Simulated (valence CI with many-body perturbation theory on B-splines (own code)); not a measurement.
**E1 transitions of Mo11+**

Level of theory: relativistic CI+MBPT: three valence electrons over a frozen Dirac-Fock core [Ar] 3d10, a basis of 11 s, 11 p, 9 d, 7 f, 5 g, 2 h, 1 i functions for each j, with the one-electron correlation potential Σ1 (screened to all orders), the two-electron term Σ2, the three-electron term Σ3, Breit, model QED; selected single and double excitations, second order for the rest, scaled by the run's own slope (own B-spline code, finite nucleus).

No measured spectrum was set against this ion. As an estimate, levels hold to about 250 cm⁻¹ or 0.2 % of their energy and the worst to 1 %, as in measured heavy ions of charge 2 to 7; those with d or f electrons hold less well.

Lines 51 to 100 of 276 in falling wavelength, among levels below 945640 cm⁻¹, chosen from the strongest by gf and those to the six lowest levels. Wavelengths and rates use the calculated energies, so an error of 1000 cm⁻¹ moves a line at 39.82 nm by 0.4 % and its rate by three times that or more. Electric multipoles are in the length gauge, E1 and E2 with the static RPA response of the core. Weak lines are less certain than strong ones. Lines between different terms over intervals too small for the method are left out, as are lines whose strength nearly cancels. Where a level lies close to another of its J and parity, the split of strength between their lines is uncertain. The highest levels of a list are the least certain.

Names give the largest LS component (configuration and term), which can be under half, so a name can repeat, a term be missing and a line seem to break the LS rules; names also repeat where a configuration has a term twice. Letters in brackets count levels of one name in rising energy.

```
λ vac (nm)               Upper               Lower   A (s⁻¹)  log gf  Branch %
     39.82        4p²4d ⁴D_7/2  4s4p4d ²D°_5/2 [a]  1.92e+09   -0.44      14.0
     39.57        4p²4d ⁴F_7/2      4s4p4d ⁴F°_9/2  4.70e+09   -0.05      37.5
     39.26        4p²4d ⁴D_7/2      4s4p4d ⁴D°_7/2  1.24e+09   -0.64       9.0
     39.21        4p²4d ⁴F_5/2      4s4p4d ⁴F°_7/2  4.38e+09   -0.22      37.1
     39.07    4p²4d ²P_1/2 [a]  4s4p4d ²D°_3/2 [a]  5.62e+09   -0.59      14.1
     38.85        4p²4d ⁴F_3/2      4s4p4d ⁴F°_5/2  4.74e+09   -0.37      31.2
     38.53        4p²4d ⁴F_9/2      4s4p4d ⁴F°_9/2  6.89e+09    0.19      60.9
     38.41    4p²4d ²F_7/2 [b]  4s4p4d ²F°_7/2 [a]  1.03e+09   -0.74       1.0
     38.12        4s4p² ²D_3/2       4s²4p ²P°_1/2  5.45e+09   -0.32     100.0
     38.08         4p³ ²P°_3/2        4s4p² ²P_1/2  2.07e+09   -0.75       9.7
     37.98        4p²4d ⁴F_3/2      4s4p4d ⁴F°_3/2  5.19e+09   -0.35      34.1
     37.84        4p²4d ⁴F_5/2      4s4p4d ⁴F°_5/2  1.35e+09   -0.76      11.4
     37.81    4p²4d ²F_7/2 [a]      4s4p4d ⁴F°_7/2  2.83e+09   -0.31      32.7
     37.61        4p²4d ⁴P_5/2      4s4p4d ⁴D°_7/2  6.73e+09   -0.07       6.9
     37.46        4p²4d ⁴F_7/2      4s4p4d ⁴F°_7/2  2.56e+09   -0.37      20.4
     37.45    4p²4d ²F_5/2 [a]      4s4p4d ⁴F°_5/2  3.09e+09   -0.41      33.1
     37.28  4s4p4d ²F°_7/2 [b]        4s²4d ²D_5/2  6.50e+09    0.04       7.8
     37.21        4s4p² ²P_1/2       4s²4p ²P°_3/2  1.25e+08   -2.28       0.4
     37.17  4s4p4d ²P°_3/2 [a]        4s²4d ²D_3/2  1.89e+09   -0.81       2.2
     37.11     4p³ ⁴S°_3/2 [a]        4s4p² ⁴P_5/2  9.90e+09   -0.09      43.0
     36.95        4p²4d ⁴P_3/2      4s4p4d ⁴D°_5/2  5.80e+09   -0.32       6.0
     36.63    4p²4d ²F_5/2 [a]      4s4p4d ⁴F°_3/2  1.43e+09   -0.76      15.4
     36.62    4p²4d ²D_3/2 [b]  4s4p4d ²F°_5/2 [a]  6.59e+09   -0.28      18.5
     36.54    4p²4d ²F_7/2 [a]      4s4p4d ⁴F°_5/2  1.38e+09   -0.66      16.0
     36.52        4p²4d ⁴F_9/2      4s4p4d ⁴F°_7/2  1.80e+09   -0.44      15.9
     36.38  4s4p4d ²F°_5/2 [b]        4s²4d ²D_3/2  7.62e+09   -0.04       9.3
     36.15        4p²4d ²D_5/2  4s4p4d ²D°_3/2 [a]  1.54e+09   -0.74       1.8
     36.02        4p²4d ⁴D_7/2      4s4p4d ⁴P°_5/2  1.27e+09   -0.71       9.2
     35.95        4p²4d ²D_5/2      4s4p4d ⁴D°_7/2  4.08e+09   -0.32       4.7
     35.95        4p²4d ⁴P_1/2  4s4p4d ⁴D°_3/2 [b]  9.92e+09   -0.41       8.7
     35.90        4p²4d ⁴P_1/2      4s4p4d ⁴P°_1/2  4.73e+09   -0.74       4.2
     35.89    4p²4d ²P_3/2 [a]      4s4p4d ⁴F°_5/2  2.78e+09   -0.67      10.7
     35.78        4p²4d ²D_5/2      4s4p4d ⁴D°_5/2  2.23e+09   -0.59       2.5
     35.73    4p²4d ²D_3/2 [a]  4s4p4d ²D°_5/2 [a]  3.23e+09   -0.61       3.4
     35.63        4p²4d ⁴D_5/2      4s4p4d ⁴F°_7/2  5.41e+09   -0.21      24.4
     35.44     4p³ ⁴S°_3/2 [a]        4s4p² ⁴P_3/2  5.06e+09   -0.42      22.0
     35.39        4p²4d ⁴D_7/2      4s4p4d ⁴F°_9/2  4.98e+09   -0.13      36.3
     35.26     4p³ ⁴S°_3/2 [b]        4s4p² ⁴P_5/2  6.64e+09   -0.31      28.2
     35.19         4p³ ²P°_1/2        4s4p² ²D_3/2  1.46e+10   -0.27      68.5
     35.15    4p²4d ²P_3/2 [a]      4s4p4d ⁴F°_3/2  4.95e+09   -0.44      19.1
     35.14    4p²4d ²D_3/2 [a]  4s4p4d ⁴D°_3/2 [b]  4.17e+09   -0.51       4.4
     35.12    4p²4d ²D_3/2 [a]      4s4p4d ⁴D°_5/2  2.94e+09   -0.66       3.1
     35.11        4p²4d ⁴P_5/2  4s4p4d ⁴D°_3/2 [a]  2.27e+09   -0.60       2.3
     34.99        4p²4d ⁴D_1/2      4s4p4d ⁴F°_3/2  1.19e+10   -0.36      57.5
     34.95         4p³ ²D°_5/2        4s4p² ⁴P_5/2  9.24e+08   -0.99      10.2
     34.89    4p²4d ²D_3/2 [b]  4s4p4d ²D°_5/2 [a]  3.23e+09   -0.63       9.1
     34.81        4p²4d ²G_9/2      4s4p4d ⁴F°_9/2  3.62e+09   -0.18      45.9
     34.68        4p²4d ⁴P_3/2  4s4p4d ⁴D°_3/2 [a]  3.97e+09   -0.54       4.1
     34.63        4p²4d ⁴P_5/2      4s4p4d ⁴P°_5/2  6.35e+09   -0.16       6.5
     34.56        4p²4d ²G_7/2      4s4p4d ⁴F°_7/2  2.12e+09   -0.52      19.9
```

(1) How does gf follow from A for the line at 35.14 nm?

Results:

(1) gf = 1.4992 × (2J+1)_upper × A / σ², with σ = 284579 cm⁻¹ and 2J+1 = 4: gf = 0.309.
